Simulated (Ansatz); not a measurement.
Ta(NH)F3 (TaNF3H). Total charge 0; singlet. Geometry r2SCAN-D4/def2-SVP.

| atom | x (Å) | y (Å) | z (Å) |
| --- | --- | --- | --- |
| Ta1 | -0.087 | 0.318 | 0.340 |
| N2 | 0.237 | -0.864 | -0.925 |
| H3 | 0.424 | -1.545 | -1.654 |
| F4 | -1.559 | -0.311 | 1.337 |
| F5 | -0.478 | 1.958 | -0.505 |
| F6 | 1.463 | 0.445 | 1.406 |

In the def2 sets Ta takes a core potential; there is no spin–orbit coupling.

Estimate the orbital energies around the gap (eV) in Ansatz with PBE-D4/def2-TZVP, r2SCANh-D4/def2-TZVP, PBE0-D4/def2-SVP, PBE0-D4/def2-TZVP, BHLYP-D4/def2-TZVP.


```csv
orbital,PBE-D4/def2-TZVP,r2SCANh-D4/def2-TZVP,PBE0-D4/def2-SVP,PBE0-D4/def2-TZVP,BHLYP-D4/def2-TZVP
HOMO−5,-10.30,-11.57,-12.18,-12.35,-14.40
HOMO−4,-10.30,-11.57,-12.18,-12.35,-14.40
HOMO−3,-10.22,-11.50,-12.13,-12.27,-14.31
HOMO−2,-10.22,-11.46,-12.06,-12.22,-14.14
HOMO−1,-7.13,-7.99,-8.55,-8.58,-9.88
HOMO,-7.13,-7.99,-8.55,-8.58,-9.88
LUMO,-2.06,-1.60,-1.16,-1.20,-0.25
LUMO+1,-2.06,-1.60,-1.16,-1.20,-0.25
LUMO+2,-1.33,-0.75,-0.50,-0.58,-0.08
LUMO+3,-1.10,-0.44,-0.17,-0.37,0.30
LUMO+4,-0.39,0.12,0.66,0.49,1.45
LUMO+5,-0.39,0.12,0.66,0.49,1.45
```
